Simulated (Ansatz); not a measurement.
SiN2H8F2, singlet: at the end structure of a reaction step.

The input file, in.yaml:

```yaml
crystal:
  periodic: [false, false, false]
  atoms:
    - {symbol: Si, position_ang: [-0.550007, 0.436508, -0.460414]}
    - {symbol: N, position_ang: [-0.133980, -1.308008, 0.342568]}
    - {symbol: H, position_ang: [-1.364764, -0.365963, -1.473692]}
    - {symbol: H, position_ang: [-1.683944, 1.030302, 0.300226]}
    - {symbol: N, position_ang: [0.460851, 1.106946, -1.659723]}
    - {symbol: H, position_ang: [0.718324, 0.405884, 2.115121]}
    - {symbol: F, position_ang: [0.571814, 1.032266, 0.757327]}
    - {symbol: H, position_ang: [0.122548, -1.263738, 1.334051]}
    - {symbol: F, position_ang: [0.731630, -0.262287, 2.803736]}
    - {symbol: H, position_ang: [-0.922222, -1.932435, 0.209537]}
    - {symbol: H, position_ang: [0.653291, -1.696113, -0.171147]}
    - {symbol: H, position_ang: [0.226026, 1.024359, -2.632702]}
    - {symbol: H, position_ang: [1.170433, 1.792381, -1.464887]}
basis:
  gaussian: {orbitals: def2-TZVPP}
correlation: {method: ccsd_t}
```

Run by:

```bash
ansatz run in.yaml --threads 8 --pin off --events-out ev --progress --plain --max-ram 19148MiB
```

The run's output (Ansatz 0.2.0):

```
Functional definition: HF
  name "HF"
  cite "Fock, Z. Phys. 61, 126 (1930) doi:10.1007/BF01340294"
  parent pbe
  exchange = exact_x
  correlation = 0
1648 factors; integrals over basis functions are off by at most 9.4e-4 eV
mean field evaluation 1: about -16365.4314 eV, gradient 5.1e1 eV
mean field evaluation 2: about -16365.6561 eV, gradient 5.1e1 eV
mean field evaluation 4: about -16370.5260 eV, gradient 3.6e0 eV
mean field evaluation 8: about -16370.5838 eV, gradient 2.8e-1 eV
mean field evaluation 16: about -16365.4315 eV, gradient 5.1e1 eV
mean field -16370.58407076 eV, -601.6078682201 hartree, gradient 2.2e-6 eV, S^2 0.000000; 0 other end points of the search recorded, 0 dependent functions left out
9 core orbitals not correlated: weight in the atoms' cores, before any rotation towards them, 1.000 or more for the frozen orbitals, at most 0.000 for the correlated occupied ones
reference -16370.58407076 eV, -601.6078682201 hartree; 18, 18 occupied and 251, 251 virtual orbitals, 1648 factors
second order -30.50416393 eV of doubles, -0.00000000 eV of singles
cycle   1  -30.70662264 eV  change   -2.0e-1 eV  update   1.0e-1
cycle   2  -31.31057643 eV  change   -6.0e-1 eV  update   2.8e-2
cycle   3  -31.44617953 eV  change   -1.4e-1 eV  update   1.4e-2
cycle   4  -31.43328382 eV  change    1.3e-2 eV  update   2.9e-3
cycle   5  -31.43181890 eV  change    1.5e-3 eV  update   1.3e-3
cycle   6  -31.43277485 eV  change   -9.6e-4 eV  update   4.1e-4
cycle   7  -31.43266309 eV  change    1.1e-4 eV  update   1.5e-4
cycle   8  -31.43253946 eV  change    1.2e-4 eV  update   5.2e-5
cycle   9  -31.43253434 eV  change    5.1e-6 eV  update   1.9e-5
perturbative correction -0.98334594 eV, -0.0361372968 hartree
Total energy: -16402.99995104 eV, -602.7991298482 hartree
```

The lines “mean field evaluation” count trial sets of orbitals through the whole run, from several starts and some on an approximate energy, so they need not fall steadily or lie above the final value.

Time: 3.7 min of wall clock on 8 CPU threads of an Intel Xeon; the host was shared. Peak host memory: 8.3 GiB.
